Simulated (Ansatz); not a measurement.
`[NH2][Ga]([F])[Cl]` + HBr → `[F][Ga]([Cl])[Br]` + NH₃  (ligand exchange at a Ga–N bond)

Gas-phase electronic energies from Ansatz, PBE0-D4/def2-TZVP geometries. CBS: MP2 limit from def2 TZ/QZ plus the TZ coupled-cluster correction, frozen cores. This one scheme is used for every species. Functionals use def2-TZVPP. For Br, Ga outer-core shells are correlated without core-valence functions, which leaves a few kJ/mol of doubt a bond. Scalar relativity is left out up to krypton. One conformer a species, not always the lowest.

CCSD(T)/CBS gives -0.76 eV.

Task: Another level gave -0.74 eV. Which?
A. LDA (SPW92)/def2-TZVPP
B. CAM-B3LYP-D4/def2-TZVPP
C. r2SCANh-D4/def2-TZVPP
D. HF/def2-TZVPP

Result: B. CAM-B3LYP-D4 -0.74, r2SCANh-D4 -0.83, LDA (SPW92) -0.70, HF/def2-TZVPP -0.89 eV.

Largest T1 diagnostic among the species: 0.013.

At CCSD(T), def2-SVP lies +0.04 eV from the extrapolated value and def2-TZVPP −0.01 eV. From BLYP to BHLYP (50 % exact exchange), in def2-TZVPP and without D4, ΔE moves by −0.04 eV. In def2-TZVPP, CCSD(T) changes the Hartree–Fock value by +0.13 eV (the triples alone add +0.00 eV) and MP2 by +0.11 eV.
